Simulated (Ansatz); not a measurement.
Basis sets compared for Pb2Se3. Charge 0, multiplicity 1. Geometry PBE-D4/def2-SVP. Ansatz on 4 threads of Arm Neoverse V1 on a shared host; times are rough, and most runs start from earlier orbitals.

```xyz
5

Pb   -1.1632   -0.9818   -1.7480
Pb    1.6728    1.4992    0.5714
Se    0.0956   -0.0087    2.1369
Se    0.8073    0.8195   -1.8636
Se   -1.4125   -1.3282    0.9034
```

In the def2 sets Pb takes a core potential; there is no spin–orbit coupling. Another isomer (singlet) lies 0.46 eV lower at PBE0-D4/def2-TZVP; other spin states weren't run for this one.

Binding counts from free atoms (Pb triplet, Se triplet) in the same basis, without a counterpoise term.

```csv
level,functions,energy (Eh),HOMO (eV),LUMO (eV),binding per atom (eV),wall time
PBE-D4/def2-SVP,148,-7588.7309,-5.14,-3.12,2.84,1.9 s
PBE0-D4/def2-SVP,148,-7588.8828,-6.00,-2.60,2.63,4 s
```

Problem. Estimate the rows for PBE-D4/def2-TZVP (with forces), PBE0-D4/def2-TZVP.

Solution. 
```tsv
level	functions	energy (Eh)	HOMO (eV)	LUMO (eV)	binding per atom (eV)	wall time
PBE-D4/def2-TZVP (with forces)	244	-7589.6300	-5.21	-3.19	2.86	4.8 s
PBE0-D4/def2-TZVP	244	-7589.7798	-6.04	-2.64	2.67	12 s
```
